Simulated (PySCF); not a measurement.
Molecule: `O=C(O)C[SiH3]`, C$_{2}$H$_{6}$O$_{2}$Si.

Bonds (- single, = double, # triple, : aromatic): O1=C2 1.203 Å, C2-O3 1.343 Å, C2-C4 1.496 Å, C4-Si5 1.900 Å. O3 carries H6; C4 carries H7, H8; Si5 carries H9, H10, H11.

Geometry PBE0-D3(BJ)/def2-SVP throughout; GIAO in PySCF 2.14, gas phase, one conformer, non-relativistic; equivalent atoms averaged; functional PBE0.

For orientation, IGLO-III gives these absolute shieldings σ: O1 -93.0, O3 117.6, C2 5.7, C4 165.3, Si5 408.3, H6 25.91, H9/H10/H11 27.13, H7/H8 29.33 ppm.

A run gave: O1 -86.3, O3 123.4, C2 11.9, C4 168.9, Si5 393.4, H6 26.26, H9/H10/H11 27.13, H7/H8 29.51 ppm (absolute shieldings σ).

Which basis set was used in that run?
A. def2-SVP
B. 6-31G
C. 6-31G*
D. cc-pVDZ
E. def2-TZVP

Results:

E. Si5 tells them apart best: def2-TZVP gives 393.4, def2-SVP gives 470.0, 6-31G gives 483.1, cc-pVDZ gives 472.5, 6-31G* gives 449.0 ppm.
